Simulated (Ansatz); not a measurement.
`[CH3][Sn][OH]` and `[OH][Sn][OH]` differ in one atom or group.

Ansatz, PBE0-D4/def2-TZVP geometries, multiplicity 1. Each molecule was computed in one conformer, which needn't be the lowest.

Elements past krypton have def2 core potentials.

| property | `[CH3][Sn][OH]` |
| --- | --- |
| HOMO energy (PBE/def2-TZVPP) / eV | -5.47 |
| zero-point energy (PBE0-D4/def2-TZVP) / kJ/mol | 125.5 |
| HOMO–LUMO gap (PBE/def2-TZVPP) / eV | 2.64 |
| ideal-gas entropy at 298 K and 1 bar (rigid rotor, harmonic PBE0-D4/def2-TZVP) / J/(mol·K) | 315 |
| LUMO energy (PBE/def2-TZVPP) / eV | -2.83 |
| LUMO energy (ωB97M-V/def2-TZVPP) / eV | -0.40 |

**Question.** Give the same properties after the change, and the shifts. (Estimate.)

**Answer.** Computed: 
```csv
property,`[OH][Sn][OH]`,shift
HOMO energy (PBE/def2-TZVPP) / eV,-6.30,-0.83
zero-point energy (PBE0-D4/def2-TZVP) / kJ/mol,68.6,-56.9
HOMO–LUMO gap (PBE/def2-TZVPP) / eV,3.71,1.07
"ideal-gas entropy at 298 K and 1 bar (rigid rotor, harmonic PBE0-D4/def2-TZVP) / J/(mol·K)",297,-18
LUMO energy (PBE/def2-TZVPP) / eV,-2.59,0.24
LUMO energy (ωB97M-V/def2-TZVPP) / eV,-0.21,0.19
```

With PBE0 the HOMO falls by 0.98 eV and the LUMO rises by 0.19 eV, so the gap widens by about 1.17 eV. PBE moves the HOMO by -0.83 eV and ωB97M-V by -1.08 eV. The zero-point energy changes by -56.9 kJ/mol with -6 modes.
